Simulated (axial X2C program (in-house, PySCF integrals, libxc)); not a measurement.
**SrC⁺: cheaper levels and CCSD(T), 2c**

Calculated with an in-house all-electron X2C program for linear molecules (integrals from PySCF). Two-component (2c) means X2C with spin–orbit coupling and atomic mean-field two-electron Coulomb and Gaunt terms. Basis: Sr dyall-cv3z [13s12p8d5f1g], C dyall-v3z [7s6p2d1f] (cores contracted in-house); Gaussian nuclei, density fitting, unrestricted open shells. Masses: Sr 87.906 u, C 12.000 u.

State: Ω = 3/2 (⟨Sz⟩ = 1.50, ⟨Lz⟩ = 0.00 at HF); fragments Sr+ + C.

```tsv
level	Re (Å)	ωe (cm⁻¹)	De (eV)
PBE0	2.296	522.1	2.61
HF	2.350	522.3	1.65
MP2	2.308	527.6	2.23
CCSD	2.319	521.4	2.12
PBEsol	2.291	511.8	2.96
```

Correlated methods: 13 electrons correlated (number of frozen shells: Sr 3 s, 2 p, 1 d; C 1 s), 239 virtual spin orbitals or spinors in MP2, 89 natural virtuals in coupled cluster.

CCSD(T), same Hamiltonian and basis:

Re = 2.317 Å, ωe = 519.7 cm⁻¹, De = 2.16 eV; T1 = 0.013 (Lee–Taylor normalisation).

(1) Give the differences from CCSD(T) in the columns below.

The state is one determinant whose occupation by symmetry is held fixed; it was picked as the lowest of a PBE0 search that is not exhaustive. De is counted from the lowest determinant-based energies of the atoms at the same level, without counterpoise correction. Density functionals use the spin component along the axis (collinear). CCSD and (T) use frozen natural virtuals with an MP2 correction for the truncation; (T) itself is uncorrected, so its De runs slightly low. In 2c an atomic determinant is not the ground J level, so De misses part of the atomic spin–orbit lowering. This holds for PBE0, MP2, CCSD, PBEsol, CCSD(T). The functionals have no current-density term, which raises determinants with orbital currents, atoms included. With several unpaired electrons one determinant need not be a pure state. This is the top spin component of a Σ state; components of lower Ω are not single determinants and can lie lower.

## Answers

(1) 

```csv
level,ΔRe (Å),Δωe (cm⁻¹),ΔDe (eV)
PBE0,-0.021,2,0.45
HF,0.033,3,-0.51
MP2,-0.009,8,0.07
CCSD,0.002,2,-0.04
PBEsol,-0.026,-8,0.80
```
